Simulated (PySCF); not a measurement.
Working out the excitation energy of O⁺

O⁺ [He] 2s2 2p3 (4S) → O⁺ [He] 2s1 2p4 (4P). All numbers are calculated (PySCF 2.14, scalar relativity by spin-free X2C-1e, in x2c-QZVPPall (7s4p3d2f1g, 57 functions)). Frozen: nothing. Energies in hartree (1 hartree = 27.21139 eV):

| part | O⁺ (lower) | O⁺ (upper) |
| --- | --- | --- |
| UHF | -74.429541 | -73.880091 |
| MP2 opposite-spin | -0.095373 | -0.094282 |
| MP2 same-spin | -0.033973 | -0.034589 |

**Question.** What does Hartree-Fock give?

**Answer.** (-73.880091) − (-74.429541) = 0.549450 hartree = 14.951 eV.

**Question.** What do MP2 and SCS-MP2 (6/5 opposite-spin, 1/3 same-spin) give?

**Answer.** The opposite-spin parts differ by 0.030 eV and the same-spin parts by -0.017 eV. MP2: 14.951 + (0.030) + (-0.017) = 14.964 eV. SCS-MP2: 14.951 + 1.2 × (0.030) + (-0.017)/3 = 14.981 eV.

Measured between the centres of the two terms (NIST): 14.870 eV, so MP2 (valence and next inner shell) is off by 0.094 eV.

What remains against the reference includes basis incompleteness and correlation beyond second order.
